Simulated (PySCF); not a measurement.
## SnP⁺: frontier orbitals

TPSS at R = 2.539 Å; PySCF, scalar-relativistic core potentials, basis sets Sn def2-SVPD with ECP28, P def2-SVPD. State: ³Σ⁻ (triplet), unpaired electrons π ↑↑. Only the outer orbitals are listed, counted within each symmetry, core potentials removing the inner ones.

```json
{"spin": "α", "orbital": "7σ", "occ.": "1", "ε (eV)": "-20.97", "on Sn (%)": "15", "main shells (%)": "81 P s, 13 Sn s"}
{"spin": "α", "orbital": "8σ", "occ.": "1", "ε (eV)": "-16.88", "on Sn (%)": "75", "main shells (%)": "75 Sn s, 17 P s"}
{"spin": "α", "orbital": "4π", "occ.": "1", "ε (eV)": "-12.16", "on Sn (%)": "17", "main shells (%)": "81 P p, 16 Sn p"}
{"spin": "α", "orbital": "4π", "occ.": "1", "ε (eV)": "-12.16", "on Sn (%)": "17", "main shells (%)": "81 P p, 16 Sn p"}
{"spin": "α", "orbital": "9σ", "occ.": "1", "ε (eV)": "-11.82", "on Sn (%)": "41", "main shells (%)": "56 P p, 33 Sn p"}
{"spin": "α", "orbital": "5π", "occ.": "0", "ε (eV)": "-9.27", "on Sn (%)": "81", "main shells (%)": "81 Sn p, 17 P p"}
{"spin": "α", "orbital": "5π", "occ.": "0", "ε (eV)": "-9.27", "on Sn (%)": "81", "main shells (%)": "81 Sn p, 17 P p"}
{"spin": "α", "orbital": "10σ", "occ.": "0", "ε (eV)": "-6.22", "on Sn (%)": "65", "main shells (%)": "57 Sn p, 28 P p"}
{"spin": "β", "orbital": "7σ", "occ.": "1", "ε (eV)": "-19.52", "on Sn (%)": "30", "main shells (%)": "66 P s, 27 Sn s"}
{"spin": "β", "orbital": "8σ", "occ.": "1", "ε (eV)": "-16.20", "on Sn (%)": "66", "main shells (%)": "63 Sn s, 30 P s"}
{"spin": "β", "orbital": "9σ", "occ.": "1", "ε (eV)": "-11.45", "on Sn (%)": "42", "main shells (%)": "54 P p, 36 Sn p"}
{"spin": "β", "orbital": "4π", "occ.": "0", "ε (eV)": "-10.41", "on Sn (%)": "50", "main shells (%)": "49 Sn p, 48 P p"}
{"spin": "β", "orbital": "4π", "occ.": "0", "ε (eV)": "-10.41", "on Sn (%)": "50", "main shells (%)": "49 Sn p, 48 P p"}
{"spin": "β", "orbital": "5π", "occ.": "0", "ε (eV)": "-8.33", "on Sn (%)": "52", "main shells (%)": "49 Sn p, 47 P p"}
```

Problem. Which are the highest filled and the lowest empty level, where do they sit, and how wide is the gap?

Solution. Highest filled β 9σ at -11.45 eV (in %: 54 P p, 36 Sn p); lowest empty β 4π at -10.41 eV (in %: 49 Sn p, 48 P p); the gap at TPSS is 1.04 eV.

The bond order (Mayer) is 1.47. The ⟨S²⟩ is 2.006 and the charge on Sn (Mulliken, basis-dependent) is 0.96. The charge on Sn (Löwdin, basis-dependent) is 0.75 and the dipole moment (positive dipole points towards P; it is taken about the centre of mass and depends on that origin) is 0.12 D.

Spin–orbit coupling is left out. The state is the lowest determinant that a PBE0 search found; another state may lie lower at other levels.
